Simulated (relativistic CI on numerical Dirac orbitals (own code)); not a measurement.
## One change at a time: Pm LIX

Base calculation: Dirac-Coulomb-Breit CI, orbitals from a KLI potential per configuration, QED by a radiative potential, unscaled Slater integrals.

CI space (outside the closed core 1s2): 2s, 2p, 3s, 3p, 3d, 4s, 4p, 4d, 4f, 5s, 5p, 5d, 5f, 5g, 6s, 6p, 6d. Levels of other configurations are missing.

Variants: (1) QED terms removed. Shifts of the energy above 2s 2S_1/2, in eV, for the lowest level and the first level of each name with at least 55 % of one term (blank where a level changes its place among those of its configuration and J or its character, or is not in the variant):

| Level | Base | Δ(1) |
| --- | --- | --- |
| 2s 2S_1/2 | 0.0 | 0.0 |
| 2p 2P°_1/2 | 143.0 | +9.8 |
| 2p 2P°_3/2 | 777.7 | +8.9 |
| 3s 2S_1/2 | 7210.9 | +7.3 |
| 3p 2P°_1/2 | 7250.1 | +10.2 |
| 3p 2P°_3/2 | 7438.9 | +9.9 |
| 3d 2D_3/2 | 7450.2 | +10.3 |
| 3d 2D_5/2 | 7506.3 | +10.2 |
| 4s 2S_1/2 | 9692.1 | +9.0 |
| 4p 2P°_1/2 | 9708.1 | +10.2 |
| 4p 2P°_3/2 | 9787.4 | +10.1 |
| 4d 2D_3/2 | 9792.1 | +10.3 |
| 4d 2D_5/2 | 9815.9 | +10.2 |
| 4f 2F°_5/2 | 9816.1 | +10.3 |
| 4f 2F°_7/2 | 9827.7 | +10.3 |
| 5s 2S_1/2 | 10825.8 | +9.7 |
| 5p 2P°_1/2 | 10833.8 | +10.3 |
| 5p 2P°_3/2 | 10874.2 | +10.2 |
| 5d 2D_3/2 | 10876.6 | +10.3 |
| 5d 2D_5/2 | 10888.8 | +10.3 |
| 5f 2F°_5/2 | 10888.9 | +10.3 |
| 5g 2G_7/2 | 10894.9 | +10.3 |

At this charge energies of transitions that change n are usually good to better than 1 %, and those within a shell (Δn = 0) to a few per cent.

Ionisation energy from the two ground configurations alone: base 12796.4 eV; QED terms removed 12806.7 eV. The NIST ASD value (theoretical) is 12797.3 eV.
